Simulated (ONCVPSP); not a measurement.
## u(r) = r·R(r): atom against pseudo-atom (iron (Fe))

Columns: radius, all-electron u(r) and pseudo u(r) of the 3p shell (level -57.65 eV) of iron in the configuration [Ne] 3s2 3p6 3d6.5 4s1.5; PBE, scalar-relativistic, ONCV scheme, ONCVPSP 4.0.1.

```json
{"r (bohr)": "0.078", "all-electron": "-0.4358", "pseudo": "0.0370"}
{"r (bohr)": "0.155", "all-electron": "-0.5976", "pseudo": "0.1405"}
{"r (bohr)": "0.232", "all-electron": "-0.3478", "pseudo": "0.2966"}
{"r (bohr)": "0.310", "all-electron": "0.0685", "pseudo": "0.4865"}
{"r (bohr)": "0.388", "all-electron": "0.4737", "pseudo": "0.6831"}
{"r (bohr)": "0.465", "all-electron": "0.7877", "pseudo": "0.8602"}
{"r (bohr)": "0.542", "all-electron": "0.9992", "pseudo": "1.0022"}
{"r (bohr)": "0.620", "all-electron": "1.1179", "pseudo": "1.0991"}
{"r (bohr)": "0.698", "all-electron": "1.1599", "pseudo": "1.1449"}
{"r (bohr)": "0.775", "all-electron": "1.1471", "pseudo": "1.1431"}
{"r (bohr)": "0.852", "all-electron": "1.0983", "pseudo": "1.1025"}
{"r (bohr)": "0.930", "all-electron": "1.0264", "pseudo": "1.0330"}
{"r (bohr)": "1.008", "all-electron": "0.9425", "pseudo": "0.9474"}
{"r (bohr)": "1.085", "all-electron": "0.8553", "pseudo": "0.8574"}
{"r (bohr)": "1.162", "all-electron": "0.7685", "pseudo": "0.7689"}
{"r (bohr)": "1.240", "all-electron": "0.6840", "pseudo": "0.6840"}
{"r (bohr)": "1.318", "all-electron": "0.6050", "pseudo": "0.6050"}
{"r (bohr)": "1.395", "all-electron": "0.5333", "pseudo": "0.5333"}
{"r (bohr)": "1.472", "all-electron": "0.4682", "pseudo": "0.4682"}
{"r (bohr)": "1.550", "all-electron": "0.4089", "pseudo": "0.4089"}
{"r (bohr)": "1.628", "all-electron": "0.3561", "pseudo": "0.3561"}
{"r (bohr)": "1.705", "all-electron": "0.3100", "pseudo": "0.3100"}
{"r (bohr)": "1.782", "all-electron": "0.2693", "pseudo": "0.2693"}
{"r (bohr)": "1.860", "all-electron": "0.2331", "pseudo": "0.2331"}
{"r (bohr)": "1.938", "all-electron": "0.2016", "pseudo": "0.2016"}
{"r (bohr)": "2.015", "all-electron": "0.1744", "pseudo": "0.1744"}
```

**Question.** How many radial nodes do the two functions have?

**Answer.** The all-electron 3p function has n − l − 1 = 1; the pseudo-wave has 0, since the states of the same l below it are removed with the core.

**Question.** At about which radius was the pseudo-wave matched?

**Answer.** 1.30 bohr. The columns agree to 0.0005 from 1.16 bohr on; several derivatives are matched, so the curves merge somewhat inside the radius.

**Question.** Where does each function peak?

**Answer.** Outermost all-electron maximum near 0.70 bohr, pseudo maximum near 0.70 bohr (to the table’s step).

**Question.** Is the pseudo-wave norm-conserving?

**Answer.** Yes: the ONCV scheme keeps the norm inside the radius equal to the all-electron one, which fixes the energy derivative of the logarithmic derivative at the level.
